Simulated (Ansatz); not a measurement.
`[SiH3][SiH]1C=CS1` + H₂ → `C1=CS[SiH2]1` + SiH₄  (hydrogenolysis of the Si–Si bond)

Calculated with Ansatz (gas phase, PBE0-D4/def2-TZVP geometries, no zero-point term in ΔE). CCSD(T)/CBS adds triple-zeta CCSD(T) − MP2 to the extrapolated MP2 energy (def2 sets, frozen cores). This one scheme is used for every species. Functionals use def2-TZVPP. B3LYP here is the variant with VWN-RPA as its local correlation; programs differ in this.

```tsv
level	ΔE (kJ/mol)	difference from CCSD(T)/CBS
PBE-D4	2.0	15.5
r2SCAN-D4	-7.2	6.3
PBE0-D4	-4.9	8.6
B3LYP-D4	-12.9	0.6
ωB97X-V	-17.2	-3.7
ωB97M-V	-19.6	-6.1
B2PLYP	-22.1	-8.6
PBE	-5.9	7.6
r2SCAN	-9.5	4.0
B3LYP	-25.5	-12.0
HF/def2-TZVPP	-48.9	-35.4
MP2/def2-TZVPP	-14.8	-1.3
CCSD(T)/def2-TZVPP	-17.4	-3.9
HF/def2-QZVPP	-49.4	-35.9
HF/CBS(def2)	-49.5	-36.0
CCSD/CBS(def2)	-19.8	-6.3
CCSD(T)/CBS	-13.5	0
```

Largest T1 diagnostic among the species: 0.014.

From PBE to PBE0 (25 % exact exchange), in def2-TZVPP and without D4, ΔE moves by −6.3 kJ/mol. The D4 term adds +12.6 kJ/mol with B3LYP and +7.2 kJ/mol with PBE0; it sums over pairs of atoms, weighted by their polarisabilities, and B3LYP, whose exchange is more repulsive, gets the larger term.
